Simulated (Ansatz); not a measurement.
Geometry optimisation, RKS PBE0-D4/def2-SVP (Ansatz 0.2.0).

The input (input.yaml):

```yaml
crystal:
  periodic: [false, false, false]
  atoms:
    - { symbol: Ge, position_ang: [0.0, 0.0, 0.0] }
    - { symbol: H, position_ang: [0.0, 0.0, 1.55] }
    - { symbol: C, position_ang: [1.8483, 0.0, -0.6527] }
    - { symbol: H, position_ang: [2.196, -1.0463, -0.7809] }
    - { symbol: H, position_ang: [1.8968, 0.5276, -1.6281] }
    - { symbol: H, position_ang: [2.5002, 0.5187, 0.0808] }
    - { symbol: O, position_ang: [-0.8337, 1.4443, -0.5894] }
    - { symbol: H, position_ang: [-1.7915, 1.2136, -0.8118] }
    - { symbol: O, position_ang: [-0.8337, -1.4443, -0.5894] }
    - { symbol: H, position_ang: [-1.2883, -1.91, 0.183] }
basis:
  gaussian: { orbitals: def2-SVP }
hamiltonian:
  xc: pbe0
  dispersion: d4
relax:
  f_tol: 0.02
  max_steps: 40
```

Run as:

```bash
$ ansatz run input.yaml --threads 2 --pin off --max-ram 3072MiB --backend cpu --events-out ev --progress --plain --runs-dir out
```

Question: Where does it end, and by what steps?

Answer: The run converged. The force dipped under the threshold on the way, but the program's further checks kept it going. After 21 steps the energy has fallen by 0.171 eV; H8 moved furthest, 0.61 Å.

| step | energy less start (eV) | largest force component (eV/Å) | accepted |
| --- | --- | --- | --- |
| 0 | 0.0000 | 2.144 | yes |
| 1 | -0.1357 | 0.634 | yes |
| 2 | -0.1512 | 0.200 | yes |
| 3 | -0.1536 | 0.047 | yes |
| 4 | -0.1529 | 0.427 | no |
| 5 | -0.1500 | 0.560 | no |
| 6 | -0.1562 | 0.035 | yes |
| 7 | -0.1586 | 0.084 | yes |
| 8 | -0.1432 | 0.879 | no |
| 9 | -0.1616 | 0.082 | yes |
| 10 | -0.1640 | 0.074 | yes |
| 11 | -0.1671 | 0.016 | yes |
| 12 | -0.1679 | 0.105 | yes |
| 13 | -0.1683 | 0.091 | yes |
| 14 | -0.1686 | 0.252 | yes |
| 15 | -0.1695 | 0.063 | yes |
| 16 | -0.1700 | 0.031 | yes |
| 17 | -0.1703 | 0.128 | yes |
| 18 | -0.1707 | 0.037 | yes |
| 19 | -0.1709 | 0.001 | yes |
| 20 | -0.1710 | 0.022 | yes |
| 21 | -0.1710 | 0.016 | yes |

```xyz
10
Properties=species:S:1:pos:R:3
Ge 0.045 -0.081 0.023
H -0.120 -0.051 1.562
C 1.843 -0.003 -0.653
H 2.411 -0.888 -0.333
H 1.806 0.018 -1.751
H 2.350 0.904 -0.295
O -0.806 1.321 -0.668
H -1.670 1.486 -0.277
O -0.646 -1.598 -0.599
H -1.518 -1.804 -0.248
```

Whether the end is a true minimum wasn't checked by a vibrational analysis.

The run took 60 s on 2 threads of Arm Neoverse V1 (shared host), peak memory 0.23 GiB.
